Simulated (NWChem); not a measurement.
System: CuF; SMILES [F][Cu]

NWChem input:

```
start job
memory heap 200 mb stack 900 mb global 1100 mb
geometry units angstroms noautosym nocenter noautoz
  Cu     0.000000     0.000000    -0.420072
  F      0.000000     0.000000     1.322645
end
basis spherical
  * library def2-svp
end
dft
  xc b3lyp
  iterations 150
end
tddft
  cis
  nroots 6
  notriplet
end
task tddft energy
```

Parts of the log:

```
             Northwest Computational Chemistry Package (NWChem) 7.3.0
             --------------------------------------------------------

                             Geometry "geometry" -> ""
                             -------------------------

 Output coordinates in angstroms (scale by  1.889725989 to convert to a.u.)

  No.       Tag          Charge          X              Y              Z
 ---- ---------------- ---------- -------------- -------------- --------------
    1 Cu                  29.0000     0.00000000     0.00000000    -0.42007200
    2 F                    9.0000     0.00000000     0.00000000     1.32264500

 Effective nuclear repulsion energy (a.u.)      79.2528345044

                                 NWChem DFT Module
                                 -----------------

 Summary of "ao basis" -> "ao basis" (spherical)
 ------------------------------------------------------------------------------
       Tag                 Description            Shells   Functions and Types
 ---------------- ------------------------------  ------  ---------------------
 Cu                         def2-svp                11       31   5s3p2d1f
 F                          def2-svp                 6       14   3s2p1d

            General Information
            -------------------
          SCF calculation type: DFT
          Wavefunction type:  closed shell.
          No. of atoms     :     2
          No. of electrons :    38
           Alpha electrons :    19
            Beta electrons :    19
          Charge           :     0
          Spin multiplicity:     1
          Use of symmetry is: off; symmetry adaption is: off
          Maximum number of iterations: 150
          AO basis - number of functions:    45
                     number of shells:    17
          Convergence on energy requested:  1.00D-06
          Convergence on density requested:  1.00D-05
          Convergence on gradient requested:  5.00D-04

              XC Information
              --------------
                         B3LYP Method XC Potential
                     Hartree-Fock (Exact) Exchange  0.200
                        Slater Exchange Functional  0.800 local
                    Becke 1988 Exchange Functional  0.720 non-local
              Lee-Yang-Parr Correlation Functional  0.810
                  VWN I RPA Correlation Functional  0.190 local

[...]

                                NWChem TDDFT Module
                                -------------------

            General Information
            -------------------
           No. of orbitals :      90
            Alpha orbitals :      45
             Beta orbitals :      45
        Alpha frozen cores :       0
         Beta frozen cores :       0
     Alpha frozen virtuals :       0
      Beta frozen virtuals :       0
         Spin multiplicity :       1
    Number of AO functions :      45
        Use of symmetry is : off
      Symmetry adaption is : off
         Schwarz screening :  0.10D-07

              XC Information
              --------------
                  B3LYP Method XC Potential
              Hartree-Fock (Exact) Exchange   0.20
                 Slater Exchange Functional   0.80 local
             Becke 1988 Exchange Functional   0.72 non-local
       Lee-Yang-Parr Correlation Functional   0.81
           VWN I RPA Correlation Functional   0.19 local

             TDDFT Information
             -----------------
          Calculation type : Tamm-Dancoff TDDFT
         Wavefunction type : Restricted singlets
          No. of electrons :      38
           Alpha electrons :      19
            Beta electrons :      19
              No. of roots :       6
          Max subspacesize :    5200
            Max iterations :     100
               Target root :       1
           Target symmetry : none
      Symmetry restriction : off
                 Algorithm : Optimal
        Davidson threshold :  0.10D-03

    6 smallest eigenvalue differences (eV)
--------------------------------------------------------
  No. Spin  Occ  Vir  Irrep   E(Occ)    E(Vir)   E(Diff)
--------------------------------------------------------
    1    1   19   20 a        -0.240    -0.107     3.617
    2    1   18   20 a        -0.250    -0.107     3.909
    3    1   17   20 a        -0.250    -0.107     3.909
    4    1   16   20 a        -0.274    -0.107     4.557
    5    1   15   20 a        -0.274    -0.107     4.557
    6    1   14   20 a        -0.325    -0.107     5.951
--------------------------------------------------------

  Entering Davidson iterations
  Restricted singlet excited states

  Iter   NTrls   NConv    DeltaV     DeltaE      Time
  ----  ------  ------  ---------  ---------  ---------
    1      6       0     0.25E+00   0.10+100        1.3
    2     12       0     0.27E-01   0.32E-01        1.3
    3     18       0     0.12E-01   0.74E-03        1.3
    4     24       4     0.41E-02   0.96E-04        1.3
    5     26       5     0.56E-03   0.61E-05        1.1
    6     27       6     0.83E-04   0.15E-06        1.0
  ----  ------  ------  ---------  ---------  ---------
  Convergence criterion met

  Ground state a       -1740.071642694821 a.u.

  ----------------------------------------------------------------------------
  Root   1 singlet a              0.078126463 a.u.                2.1259 eV
  ----------------------------------------------------------------------------
     Transition Moments    X  0.22962   Y -0.22987   Z  0.00000
     Dipole Oscillator Strength                    0.0054983420
     Electric Quadrupole                           0.0000000010
     Magnetic Dipole                               0.0000002144
     Total Oscillator Strength                     0.0054985574

[...]
```

Level: B3LYP/def2-SVP, TDA. Geometry: optimised at PBE-D3(BJ)/def2-SVP.
